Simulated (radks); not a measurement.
Q: The palladium ion Pd3+ is in [Kr] 4d(3/2: 4, 5/2: 3). Calculated with a radial shooting solver on a logarithmic mesh with Libxc functionals: Dirac Kohn-Sham, PBE, spin-unpolarised, spherical densities, finite nucleus; Fermi nuclear charge, rms radius of each element as measured or else 0.836 A^(1/3) + 0.57 fm. Sub-shells are occupied by j as written (lower j first in brackets). One electron is removed from 4p1/2, 4d5/2, 4p3/2, 4d3/2 in turn, with full relaxation. Which removal costs least, and what does each cost?

A: 4d5/2 49.029 eV; 4d3/2 49.655 eV; 4p3/2 98.810 eV; 4p1/2 103.55 eV. The 4d5/2 electron leaves first.
